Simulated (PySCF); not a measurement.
## Sn (tin, neutral) across methods

[Kr] 4d10 5s2 5p2, high-spin 3P determinant. Computed with PySCF 2.14 in aug-cc-pVTZ-PP with ECP28MDF, with a scalar-relativistic core potential. The B2PLYP total includes its PT2 part (frozen core); its orbital energies are those of the SCF part.

```tsv
method	E (hartree)	mean ε 5s α (eV)	mean ε 5s β (eV)	mean ε 5p α (eV)	Σ⟨r²⟩ (bohr²)	⟨S²⟩
r2SCANh	-214.3206	-11.913	-10.254	-4.727	57.64	2.005
PBE	-214.2492	-10.969	-9.848	-4.109	58.36	2.002
UHF	-213.34027	-15.617	-12.027	-7.261	58.91	2.012
LDA	-213.9101	-11.213	-10.239	-4.161	58.10	2.001
r2SCAN	-214.3307	-11.414	-9.924	-4.394	57.66	2.005
PBE0	-214.2588	-12.322	-10.648	-5.024	58.01	2.003
B2PLYP	-213.9764	-13.498	-11.331	-5.711	58.40	2.005
revPBE	-214.3031	-10.906	-9.714	-4.088	58.36	2.002
TPSS	-214.1618	-11.062	-9.678	-4.179	58.04	2.002
```

Energies and moments cover only the electrons outside the core potential.
